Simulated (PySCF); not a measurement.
Isomers of CH6OSi. Isolated molecules, 0 K electronic values unless said otherwise. One relaxed conformer stands for each flexible species; it need not be the lowest. Strings in code marks are SMILES.

The S1 excitation (TDA) from two functionals at the same geometries (PBE0-D3(BJ)/def2-TZVP), both in PySCF: PBE-D3(BJ)/def2-TZVP and ωB97X-D3(BJ)/def2-TZVP. Excitations are Tamm–Dancoff values on a coarser integration grid. The basis has no diffuse functions, so Rydberg states are missing or too high.

```
species                              PBE-D3(BJ)/def2-TZVP (eV)  ωB97X-D3(BJ)/def2-TZVP (eV)
-----------------------------------  -------------------------  ---------------------------
`CO[SiH3]`                                                6.18                         7.44
`[SiH2](C)O` (C–Si–O–H torsion 69°)                       6.67                         7.72
`OC[SiH3]` (H–O–C–Si torsion 59°)                         5.77                         6.90
```

Over these rows, drawn at random from the members with no instability flagged (it was tested for open shells, ions and some series alone), PBE minus ωB97X-D3(BJ): mean -1.15 eV, from -1.26 eV to -1.05 eV.
